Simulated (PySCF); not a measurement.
# Löwdin shares of the frontier orbitals

C6H9P.
Geometry (GFN2-xTB, Å), atoms numbered from 1 in this order:
```xyz
16
C6H9P angstrom
C     -2.6835   -0.2634   -1.1023
C     -1.6494   -0.0683   -0.3016
P     -0.2840   -1.2881   -0.1710
C      0.4088   -0.6645    1.3993
C      1.3011    0.3042    1.2544
C      1.5971    0.7494   -0.1432
C      1.0217   -0.3060   -1.0923
H     -3.4821    0.4561   -1.1992
H     -2.7693   -1.1566   -1.7000
H     -1.5722    0.8236    0.3103
H      0.0984   -1.0756    2.3465
H      1.7998    0.7957    2.0776
H      2.6717    0.8737   -0.2955
H      1.1301    1.7250   -0.3132
H      0.6046    0.1213   -2.0047
H      1.7994   -1.0174   -1.3822
```

Computed, not measured: TDDFT wB97X-D/def2-SVPD, vertical, gas phase, core orbitals frozen in the response in PySCF.

Frontier orbitals with the atoms that hold most of them (Löwdin shares over 4%, at most four atoms; ? is withheld):

| orbital | ε (eV) | atoms |
| --- | --- | --- |
| LUMO+2 | 2.46 | C5 16%, C6 13%, H13 9%, C4 9% |
| LUMO+1 | 2.02 | C5 17%, C4 16%, C1 14%, P3 13% |
| LUMO | 1.28 | ? |
| HOMO | -8.31 | ? |
| HOMO-1 | -9.42 | C4 18%, C5 15%, C2 14%, C1 13% |
| HOMO-2 | -9.89 | C2 24%, C1 20%, C4 16%, P3 15% |
| HOMO-3 | -11.08 | P3 19%, C4 16%, C2 16%, C1 12% |

Q: Which atoms hold the LUMO, and with what shares?

A: C1 (bonded to C and 2 H) 21%; C2 (bonded to C, P and H) 20%; C4 (bonded to C, P and H) 14%; C5 (bonded to 2 C and H) 13%.

Q: Give the leading atoms of the HOMO.

A: P3 (bonded to 3 C) 47%; C2 (bonded to C, P and H) 11%; C4 (bonded to C, P and H) 11%; C5 (bonded to 2 C and H) 9%. By element: phosphorus 47%, carbon 31% or more.

Q: The HOMO–LUMO gap is 9.59 eV. Where does the response calculation put the lowest singlet, and from which orbitals?

A: S1 is at 5.15 eV (f = 0.071), 4.45 eV below the gap, made of HOMO→LUMO (94%). Without the coupling terms of the response equations the lowest excitation would equal the gap.

Q: One configuration dominates each of S1, S2 and S3. Which, and how do the shares of the two leading atoms of either orbital change from the occupied to the empty one?

A: 
- S1 (5.15 eV, f 0.071), HOMO→LUMO (94%): P3 47% → at most 14%, C2 11% → 20%, C1 at most 9% → 21%
- S2 (5.89 eV, f 0.042), HOMO→LUMO+1 (91%): P3 47% → 13%, C2 11% → at most 14%, C5 9% → 17%, C4 11% → 16%
- S3 (6.49 eV, f 0.026), HOMO-1→LUMO (82%): C4 18% → 14%, C5 15% → 13%, C1 13% → 21%, C2 14% → 20%

Rough CPU time on one thread of a shared machine: about 80 s.

One conformer stands for the species.
